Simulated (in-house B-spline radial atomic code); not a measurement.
Ca⁵⁺. Computed with a B-spline radial atomic code. Model: all-electron spherical atom, spin shells full or empty, radial basis limit, no spin-orbit coupling, Breit or QED, empty-state partial waves extrapolated as (l+1/2)^-4, RPA, G0W0 and static COHSEX of the highest shell as one setting changes (uncorrelated shells keep exact exchange).

Given: element Ca; charge 5; filled core Ne; hamiltonian one-electron scalar X2C; mean-field start PBE; highest l of empty states 9; nuclear rms radius 3.4776 fm; highest mean-field shell 3p up.

Shell: 3s 1 1, 3p 3 0 (electrons up and down).

```json
{"lowest nl shells left uncorrelated": "0", "RPA correlation energy (hartree)": "-0.95834", "G0W0 level (eV)": "-107.88", "G0W0 minus most complete (meV)": "0", "COHSEX level (eV)": "-111.11", "linearised minus solved G0W0 (meV)": "-25.2"}
{"lowest nl shells left uncorrelated": "1", "RPA correlation energy (hartree)": "-0.82118", "G0W0 level (eV)": "-107.87", "G0W0 minus most complete (meV)": "10.6", "COHSEX level (eV)": "-111.11", "linearised minus solved G0W0 (meV)": "-25.2"}
{"lowest nl shells left uncorrelated": "2", "RPA correlation energy (hartree)": "?", "G0W0 level (eV)": "?", "G0W0 minus most complete (meV)": "?", "COHSEX level (eV)": "?", "linearised minus solved G0W0 (meV)": "?"}
{"lowest nl shells left uncorrelated": "3", "RPA correlation energy (hartree)": "?", "G0W0 level (eV)": "?", "G0W0 minus most complete (meV)": "?", "COHSEX level (eV)": "?", "linearised minus solved G0W0 (meV)": "?"}
{"lowest nl shells left uncorrelated": "4", "RPA correlation energy (hartree)": "-0.09876", "G0W0 level (eV)": "-108.45", "G0W0 minus most complete (meV)": "-572.8", "COHSEX level (eV)": "-110.64", "linearised minus solved G0W0 (meV)": "3.7"}
```

Q: What follows for lowest nl shells left uncorrelated = 2?

A: RPA correlation energy -0.66902 hartree; G0W0 level -107.85 eV; G0W0 minus most complete 30.3 meV; COHSEX level -111.08 eV; linearised minus solved G0W0 -25.1 meV.

Q: What follows for lowest nl shells left uncorrelated = 3?

A: RPA correlation energy -0.26613 hartree; G0W0 level -107.68 eV; G0W0 minus most complete 196.6 meV; COHSEX level -110.74 eV; linearised minus solved G0W0 -24.6 meV.
